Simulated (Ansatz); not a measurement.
Geometry optimisation, RKS PBE-D4/def2-SVP (Ansatz 0.2.0).

Input file:

```yaml
crystal:
  periodic: [false, false, false]
  atoms:
    - { symbol: C, position_ang: [0.26153, 1.36392, -0.18603] }
    - { symbol: C, position_ang: [0.06365, 0.07287, -0.71194] }
    - { symbol: Si, position_ang: [-0.29394, -1.47082, 0.37671] }
    - { symbol: F, position_ang: [-0.41764, -2.5865, -0.75865] }
    - { symbol: H, position_ang: [1.03172, 1.31804, 0.60724] }
    - { symbol: H, position_ang: [-0.57455, 1.61013, 0.49615] }
    - { symbol: H, position_ang: [0.45612, 2.1653, -0.89489] }
    - { symbol: H, position_ang: [0.1145, -0.05255, -1.78996] }
    - { symbol: H, position_ang: [-1.59627, -1.23936, 0.97137] }
    - { symbol: H, position_ang: [0.91461, -1.69607, 1.14646] }
total_charge: 1
basis:
  gaussian: { orbitals: def2-SVP }
hamiltonian:
  xc: pbe
  dispersion: d4
relax:
  f_tol: 0.015
  max_steps: 40
output:
  orbitals: {}
```

Command:

```bash
$ ansatz run input.yaml --threads 1 --pin off --max-ram 2048MiB --backend cpu --events-out ev --progress --plain --runs-dir out
```

**Question.** Where does it end, and by what steps?

**Answer.** It converged. Limits of this set-up: the dipole of an ion depends on the origin. After 6 steps the energy has fallen by 0.183 eV; F4 moved furthest, 0.13 Å.

| step | energy less start (eV) | largest force component (eV/Å) | accepted |
| --- | --- | --- | --- |
| 0 | 0.0000 | 1.112 | yes |
| 1 | -0.1701 | 0.327 | yes |
| 2 | -0.1823 | 0.131 | yes |
| 3 | -0.1825 | 0.095 | yes |
| 4 | -0.1822 | 0.147 | no |
| 5 | -0.1830 | 0.019 | yes |
| 6 | -0.1830 | 0.004 | yes |

```xyz
10
Properties=species:S:1:pos:R:3
C 0.268 1.402 -0.181
C 0.063 0.077 -0.688
Si -0.300 -1.533 0.304
F -0.441 -2.709 -0.792
H 1.059 1.372 0.622
H -0.588 1.673 0.502
H 0.467 2.202 -0.917
H 0.118 -0.048 -1.795
H -1.588 -1.247 1.017
H 0.902 -1.702 1.185
```

The run took 21 s on 1 CPU thread of a shared host.
